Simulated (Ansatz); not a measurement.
Species: H7N3Si, SMILES `N[SiH](N)N` (charge 0, multiplicity 1), formula H$_{7}$N$_{3}$Si.

Q: How many basis functions does frozen-core CCSD(T)/cc-pVTZ // CAM-B3LYP-D3(BJ)/def2-TZVP (Ansatz, an electronic-structure program) use, how many core orbitals are frozen, and how many electrons are correlated?

A: 222 basis functions and 8 frozen orbitals, which leaves 26 correlated electrons. Core time is of the order of minutes.
